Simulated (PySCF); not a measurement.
**Cd(2+): ionisation energy**

Cd(2+) [Kr] 4d10 → Cd(3+) [Kr] 4d9 [4d3/2^4 4d5/2^5, M_J = 5/2], as a difference of total energies. Computed with PySCF 2.14 in x2c-TZVPPall-2c, with the two-component X2C-1e Hamiltonian. Correlated levels: [Ar] 3d10 frozen; the 6 highest virtual spinors dropped. "Screened" scales the spin-orbit matrix elements by Boettger's factors to mimic the two-electron term; Breit and QED terms are absent.

```
                    method  ionisation energy (eV)  error (eV)
           GHF (spin-free)                  36.005      -1.463
          GMP2 (spin-free)                  37.712      +0.244
 GHF (screened spin-orbit)                  35.705      -1.763
GMP2 (screened spin-orbit)                  37.403      -0.065
```

Reference: 37.468 ± 0.006 eV (measured; NIST Atomic Spectra Database, ionization energies).

The spin-free rows lack the spin-orbit shift.

Errors of the correlated levels include the incompleteness of this basis and the frozen core.
